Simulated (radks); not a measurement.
Species: the hafnium ion Hf23+. Configuration: [Kr] 4d10 4f3 (the NIST ground configuration).

Method: Dirac Kohn-Sham, PBE, spin-unpolarised, spherical densities, point nucleus; open shells are shared between the two j in proportion to 2j + 1; computed with a radial shooting solver on a logarithmic mesh with Libxc functionals.

Energy parts (hartree):
total: -14878.1982
kinetic: 16673.3160
electron-nucleus: -35771.3463
Hartree: 4502.3693
exchange-correlation: -282.5373

Orbitals (lengths in bohr, moments of r in powers of bohr; <r^-3> diverges for s and p1/2):
1s1/2: occ. 2; eigenvalue (hartree) -2421.526; <r^4> 6.619e-07
2s1/2: occ. 2; eigenvalue (hartree) -435.0600; <r^4> 0.0001003
2p1/2: occ. 2; eigenvalue (hartree) -416.5764; <r^4> 0.00006077
2p3/2: occ. 4; eigenvalue (hartree) -372.7971; <r^-3> 14840; <r^4> 0.00008658
3s1/2: occ. 2; eigenvalue (hartree) -119.0496; <r^4> 0.003694
3p1/2: occ. 2; eigenvalue (hartree) -110.8902; <r^4> 0.003277
3p3/2: occ. 4; eigenvalue (hartree) -101.4724; <r^-3> 3333; <r^4> 0.004243
3d3/2: occ. 4; eigenvalue (hartree) -87.69278; <r^-3> 571.9; <r^4> 0.002906
3d5/2: occ. 6; eigenvalue (hartree) -85.64345; <r^-3> 491.3; <r^4> 0.003143
4s1/2: occ. 2; eigenvalue (hartree) -42.82074; <r^4> 0.07331
4p1/2: occ. 2; eigenvalue (hartree) -39.41953; <r^4> 0.07719
4p3/2: occ. 4; eigenvalue (hartree) -36.97768; <r^-3> 875.3; <r^4> 0.09582
4d3/2: occ. 4; eigenvalue (hartree) -31.35990; <r^-3> 139.2; <r^4> 0.1048
4d5/2: occ. 6; eigenvalue (hartree) -30.87186; <r^-3> 118.4; <r^4> 0.1113
4f5/2: occ. 1.28571; eigenvalue (hartree) -23.90604; <r^-3> 26.72; <r^4> 0.1160
4f7/2: occ. 1.71429; eigenvalue (hartree) -23.79198; <r^-3> 25.83; <r^4> 0.1188
5s1/2: occ. 0; eigenvalue (hartree) -21.04729; <r^4> 0.8807
5p1/2: occ. 0; eigenvalue (hartree) -19.62877; <r^4> 0.9911
5p3/2: occ. 0; eigenvalue (hartree) -18.82457; <r^-3> 293.5; <r^4> 1.164

The highest occupied level is 4f7/2 at -647.41 eV. For comparison, the ionisation energy in NIST's Atomic Spectra Database is 690 eV (theoretical). In exact Kohn-Sham theory the highest level is minus the ionisation energy, but local and semilocal functionals leave it too shallow, through self-interaction and a potential that decays too fast; potentials with the right tail come closer.

Beside tabulated values, note that spin-unpolarised runs miss the spin-polarisation part of the exchange energy of open shells.
